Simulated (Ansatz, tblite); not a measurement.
Cost and result up the ladder for [InH4]- (InH4⁻) (5 atoms). Charge -1, multiplicity 1. Geometry: PBE-D4/def2-TZVPD.

```
atom    x (Å)    y (Å)    z (Å)
 In1   0.0000   0.0000   0.0000
  H2  -0.4240  -1.0371   1.4015
  H3   1.7720  -0.0673  -0.2741
  H4  -0.4916   1.6928   0.3355
  H5  -0.8564  -0.5884  -1.4629
```

Ansatz on 4 threads of Arm Neoverse V2 on a shared host; xTB runs through tblite on one thread. Times are rough, summed over both states, and most runs start from the orbitals of an earlier one. PBE0-D4/def2-TZVPD serves as the yardstick here, not as an exact answer. The other state is a doublet.

In the def2 sets In takes a core potential; there is no spin–orbit coupling. The xTB rows come from tblite. HOMO above LUMO, or a gap near zero within one spin, warns that the state may not be the lowest or that an electron is smeared out.

Raw xTB energies of ions are shifted by several eV.

```csv
level,functions,vertical IE (eV),difference from PBE0-D4/def2-TZVPD (eV),remarks
r2SCAN-D4/def2-TZVPD (with forces),92,4.17,-0.17,–
PBE0-D4/def2-TZVPD,92,4.34,0.00,–
GFN1-xTB,17,9.18,4.84,–
PBE-D4/def2-TZVPD,92,4.05,-0.29,gap within one spin near zero (doublet)
```

(1) Estimate how long each takes.

Answers

(1) GFN1-xTB 0.003 s; PBE-D4/def2-TZVPD 1 s; r2SCAN-D4/def2-TZVPD (with forces) 2.1 s; PBE0-D4/def2-TZVPD 3.7 s. On shared hardware such times vary by a factor of up to 3.
